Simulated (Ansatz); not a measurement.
The same path of CH6BInO2 (11 atoms, charge 0, multiplicity 1) was run twice with different band settings. The coordinate that changes most is the dihedral H6–B1–In2–O4.

All numbers below come from Ansatz 0.2.0, RKS B3LYP-D4/def2-SVP.

Relaxed end points:

```xyz
11
Properties=species:S:1:pos:R:3
B -0.283 2.322 0.875
In 0.417 0.758 -0.589
O 1.447 1.100 -2.278
O 0.188 -1.247 -0.521
C -0.470 -1.994 0.460
H -1.323 2.899 0.696
H 0.378 2.588 1.844
H 1.639 0.265 -2.730
H -1.362 -2.508 0.045
H 0.194 -2.783 0.866
H -0.825 -1.402 1.332
```

```xyz
11
Properties=species:S:1:pos:R:3
B -0.695 2.337 0.588
In 0.352 0.753 -0.625
O 1.455 1.076 -2.270
O 0.462 -1.243 -0.329
C -0.212 -1.993 0.639
H -0.146 2.839 1.533
H -1.810 2.686 0.302
H 1.809 0.241 -2.610
H -1.178 -2.393 0.264
H 0.402 -2.866 0.934
H -0.439 -1.437 1.574
```

Common settings: movable images 7; climbing image yes; optimiser quadratic models (default); start path IDPP; force threshold 0.05 eV/Å; iteration limit 60; end points relaxed.

| run | spring |
| --- | --- |
| 1 | 5.0 eV/Å² |
| 2 | 50.0 eV/Å² |

Task: What does each run give, and how far can it be trusted?

Result: Run 1: converged after 4 iterations, highest image 0.040 eV above the first end. A vibrational analysis at the climbing image gives one clearly imaginary mode, 90i cm⁻¹: a first-order saddle point.
Run 2: converged after 4 iterations, highest image 0.040 eV above the first end. Another band between the same ends (7 images) ends at a top of the same energy, where a vibrational analysis finds 1 clearly imaginary mode.
